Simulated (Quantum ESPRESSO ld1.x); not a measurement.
Task: Radial electron density D(r) = 4 pi r^2 rho(r) of an atom or ion with 25 electrons. All-electron calculation, non-relativistic Kohn-Sham, exchange-only LDA, spin-polarised, spherical densities, point nucleus. Program: ld1.x of Quantum ESPRESSO 7.5.

r (bohr),D(r) (e/bohr),spin D(r)
0.003214,1.614,-0.0000902
0.003712,2.093,-0.000117
0.004321,2.741,-0.000153
0.004991,3.522,-0.000197
0.005764,4.499,-0.000251
0.006656,5.709,-0.000319
0.007749,7.279,-0.000406
0.008949,9.079,-0.000506
0.01034,11.21,-0.000624
0.01194,13.67,-0.000761
0.0139,16.62,-0.000924
0.01605,19.67,-0.00109
0.01853,22.86,-0.00127
0.0214,26.03,-0.00145
0.02492,29.11,-0.00163
0.02878,31.49,-0.00177
0.03323,33.07,-0.00188
0.03838,33.67,-0.00193
0.04468,33.13,-0.00188
0.0516,31.68,-0.00163
0.05959,29.70,-0.000943
0.06882,27.81,0.000751
0.08012,26.74,0.00494
0.09253,27.19,0.0136
0.1069,29.26,0.0311
0.1234,32.51,0.0644
0.1437,36.04,0.128
0.1659,38.02,0.231
0.1916,37.45,0.393
0.2213,33.98,0.632
0.2576,28.01,0.985
0.2975,22.00,1.41
0.3436,17.63,1.92
0.3968,16.03,2.44
0.462,17.05,2.94
0.5335,19.03,3.27
0.6162,20.15,3.37
0.7116,19.30,3.21
0.8284,16.29,2.81
0.9568,12.34,2.29
1.105,8.386,1.73
1.276,5.153,1.20
1.486,2.784,0.737
1.716,1.418,0.416
1.981,0.6583,0.207
2.288,0.2746,0.0881
2.664,0.09430,0.0293
3.077,0.02873,0.00826
3.553,0.007081,0.00179
4.103,0.001354,0.000281
4.777,0.0001706,0.0000256

What is the nuclear charge?

Result: Z = 28. The innermost maximum, from 1s, lies near 1/Z = 0.0357 bohr (found: 0.0387), and its height grows with Z. The density is that of the nickel ion Ni3+ in [Ar] 3d7; the configuration itself is not fixed sharply by these data, and Z only to about a unit. D(r) has 3 maxima, at r = 0.0387, 0.174, 0.626 bohr, and minima at 0.0827, 0.400 bohr, inside which lie 2.11, 10.81 electrons.
